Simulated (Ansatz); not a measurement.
`CCN1BC1`, relaxed with RKS PBE-D4/def2-SVP in the Gaussian-basis code of Ansatz from a rough embedded geometry. The force threshold is 0.03 eV/Å; the program also tests the step.

Total charge 0; spin multiplicity 1.

Start:

```xyz
13

C     0.743   -1.119    1.190
C     0.439    0.176    0.580
N    -0.840    0.042   -0.115
B    -0.697   -0.061   -1.644
C    -1.117    1.193   -0.957
H     1.740   -1.068    1.805
H    -0.038   -1.443    1.937
H     0.870   -1.920    0.470
H     1.310    0.526   -0.062
H     0.360    0.960    1.389
H    -0.274   -0.712   -2.615
H    -0.348    2.044   -0.920
H    -2.149    1.383   -1.058
```

(1) By how much does the energy fall, and how many steps does the optimiser take? (Best estimate.)

(2) Which bonds change most? (Best estimate.)

(3) Give the relaxed structure. (An estimate is asked.)

## Answers

(1) Computed: 129.04 kJ/mol, in 12 steps, 1 of them rejected.

(2) Computed: N3–B4 from 1.539 to 1.357 Å; B4–C5 from 1.490 to 1.581 Å; C1–H6 from 1.172 to 1.108 Å; C1–C2 from 1.464 to 1.525 Å.

(3) The calculation gave: 
```xyz
13

C     0.903   -1.183    1.127
C     0.468    0.234    0.770
N    -0.305    0.268   -0.439
B    -0.928   -0.218   -1.543
C    -0.997    1.324   -1.200
H     1.501   -1.186    2.059
H     0.023   -1.840    1.278
H     1.520   -1.624    0.319
H     1.356    0.899    0.652
H    -0.134    0.681    1.596
H    -1.164   -1.205   -2.188
H    -0.353    2.071   -1.711
H    -1.890    1.778   -0.720
```
